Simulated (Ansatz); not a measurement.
# Scan of the C1–H5 bond length

C$_{2}$H$_{6}$SSi (SMILES C=CS[SiH3]), singlet, at its PBE0-D4/def2-TZVP minimum:

C1  (-0.196, 2.195, 0.281)
C2  (-0.226, 0.880, 0.452)
S3  (-1.059, -0.211, -0.652)
Si4  (0.221, -1.910, -0.489)
H5  (-0.635, 2.671, -0.588)
H6  (0.268, 2.831, 1.026)
H7  (0.218, 0.422, 1.331)
H8  (-0.480, -3.012, -1.191)
H9  (0.423, -2.245, 0.945)
H10  (1.548, -1.672, -1.113)
(Å)

The bond length C1–H5 (1.084 Å at the minimum) is set to the values below, the two halves moving rigidly along the bond. Each method's energies count from its own value at the PBE0-D4 minimum structure. Computed with Ansatz 0.2.0 (basis: def2-TZVPP); correlated methods freeze the cores. B3LYP uses VWN-RPA correlation.

CCSD(T) energies along the scan:
| bond length (Å) | CCSD(T) (kJ/mol) |
| --- | --- |
| 0.889 | 94.8 |
| 0.934 | 50.7 |
| 1.001 | 13.3 |
| 1.079 | 0.0 |
| 1.166 | 10.0 |
| 1.259 | 38.0 |
| 1.358 | 78.6 |
| 1.463 | 127.0 |
| 1.572 | 178.3 |
They count from the CCSD(T) energy at the PBE0-D4 minimum.

Minimum and curvature along this coordinate at CCSD(T): A fifth-order fit through the nearest points gives 1.083 Å, with a curvature of about 35 eV/Å².

Problem. Treat the two halves as rigid bodies and work out the harmonic wavenumber of this stretch from that curvature (ν̃ = 521.5 √(k/μ) cm⁻¹ with k in eV/Å² and μ in u).

Solution. The halves weigh 89.22 and 1.01 u, so μ = 89.22 × 1.01/90.23 = 0.999 u and ν̃ = 521.5 √(35/0.999) ≈ 3100 cm⁻¹. A true normal mode mixes in other motions, so this is a guide only.

Largest difference from the CCSD(T) curve over the scan: PBE-D4 11.2; r2SCAN-D4 0.7; B3LYP-D4 2.1; HF 30.0 kJ/mol. Each curve counts from its own value at the minimum.

No T1 diagnostic of these runs exceeds 0.013. The restricted Hartree–Fock reference is unstable towards an unrestricted one here.

For scale, one of the runs: CCSD(T)/def2-TZVPP, 230 basis functions (an equivalent command: `ansatz run in.yaml --threads 4`). Hardware: 4 CPU threads, shared host. Wall time 64 s; peak host memory 3.7 GiB.
